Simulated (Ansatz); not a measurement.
The same path of BrH + ClH3Si (7 atoms, charge 0, multiplicity 1) was run 3 times with different band settings. Lost on the way: Si1–Cl2, Br6–H7. Made: Si1–Br6, Cl2–H7.

Theory: RKS PBE/def2-SVP (Ansatz).

Relaxed end points:

```xyz
7
Properties=species:S:1:pos:R:3
Si 0.328 0.000 -0.052
Cl 0.319 0.000 2.048
H 1.762 0.000 -0.488
H -0.369 1.236 -0.531
H -0.369 -1.236 -0.531
Br -3.452 0.000 1.465
H -2.111 0.000 2.008
```

```xyz
7
Properties=species:S:1:pos:R:3
Si -0.439 0.000 -0.567
Cl 0.053 0.000 3.548
H 0.689 0.000 0.416
H -0.424 1.232 -1.419
H -0.424 -1.232 -1.419
Br -2.368 0.000 0.614
H -0.978 0.000 2.745
```

Common settings: movable images 9; climbing image yes; start path through a guess of the saddle point; force threshold 0.05 eV/Å; iteration limit 60; end points relaxed.

| run | spring | optimiser | largest step |
| --- | --- | --- | --- |
| 1 | 5.0 eV/Å² | quadratic models (default) | default |
| 2 | 50.0 eV/Å² | quadratic models (default) | default |
| 3 | 5.0 eV/Å² | fire | 0.5 Å |

Q: What does each run give, and how far can it be trusted?

A: Run 1: converged after 18 iterations, highest image 1.281 eV above the first end. A vibrational analysis at the climbing image gives 2 clearly imaginary modes (343i, 148i cm⁻¹): a point of higher order. A lower path may pass nearby, or the ends, which weren't checked, may share the extra mode.
Run 2: converged after 8 iterations, highest image 1.281 eV above the first end. Another band between the same ends (9 images) ends at a top of the same energy, where a vibrational analysis finds 2 clearly imaginary modes.
Run 3: converged after 39 iterations, highest image 1.281 eV above the first end. Another band between the same ends (9 images) ends at a top of the same energy, where a vibrational analysis finds 2 clearly imaginary modes.
The orbitals stay closed-shell, which can raise the energy where a bond breaks towards radicals; this wasn't checked here.
